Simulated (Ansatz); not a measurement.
Level of theory: Ansatz (a program for electronic structure) with frozen-core CCSD(T)/cc-pVTZ // TPSSh-D3(BJ)/def2-TZVP.

Ansatz 0.2 input:
```yaml
crystal:
  periodic: [false, false, false]
  atoms:
    - { symbol: C, position_ang: [2.114575, 0.16178, -0.281901] }
    - { symbol: N, position_ang: [0.954151, -0.017384, -0.023647] }
    - { symbol: C, position_ang: [-0.266761, -0.375987, 0.323796] }
    - { symbol: O, position_ang: [-1.284338, 0.356197, 0.158953] }
    - { symbol: H, position_ang: [-0.445696, -1.349558, 0.780459] }
    - { symbol: H, position_ang: [-1.112118, 1.233342, -0.254265] }
basis:
  gaussian: { orbitals: cc-pVTZ }
correlation:
  method: ccsd_t
total_charge: 1
```

Output:

```
Functional definition: HF
882 factors; integrals over basis functions are off by at most 1.1e-3 eV
mean field evaluation 1: about -5599.4969 eV, gradient 4.9e1 eV
mean field evaluation 2: about -5599.5005 eV, gradient 4.9e1 eV
mean field evaluation 4: about -5603.7545 eV, gradient 3.8e0 eV
mean field evaluation 8: about -5603.8046 eV, gradient 1.2e-1 eV
mean field evaluation 16: about -5603.7965 eV, gradient 1.1e0 eV
mean field -5603.80466446 eV, -205.9360230235 hartree, gradient 2.4e-6 eV, S^2 0.000000; 0 other end points of the search recorded, 0 dependent functions left out
4 core orbitals not correlated
reference -5603.80466446 eV, -205.9360230235 hartree; 10, 10 occupied and 134, 134 virtual orbitals, 882 factors
second order -18.59418372 eV of doubles, -0.00000000 eV of singles
cycle   1  -18.34739094 eV  change    2.5e-1 eV  update   1.2e-1
cycle   2  -18.90907331 eV  change   -5.6e-1 eV  update   3.9e-2
cycle   3  -19.06611925 eV  change   -1.6e-1 eV  update   2.3e-2
cycle   4  -19.04764536 eV  change    1.8e-2 eV  update   6.4e-3
cycle   5  -19.04214242 eV  change    5.5e-3 eV  update   3.4e-3
cycle   6  -19.04503048 eV  change   -2.9e-3 eV  update   1.2e-3
cycle   7  -19.04465506 eV  change    3.8e-4 eV  update   4.8e-4
cycle   8  -19.04454770 eV  change    1.1e-4 eV  update   1.9e-4
cycle   9  -19.04463995 eV  change   -9.2e-5 eV  update   7.7e-5
cycle  10  -19.04463228 eV  change    7.7e-6 eV  update   3.4e-5
cycle  11  -19.04462581 eV  change    6.5e-6 eV  update   1.2e-5
perturbative correction -0.93711287 eV, -0.0344382628 hartree
Total energy: -5623.78640313 eV, -206.6703383757 hartree
```

Cost: around 30 core-seconds (rough).
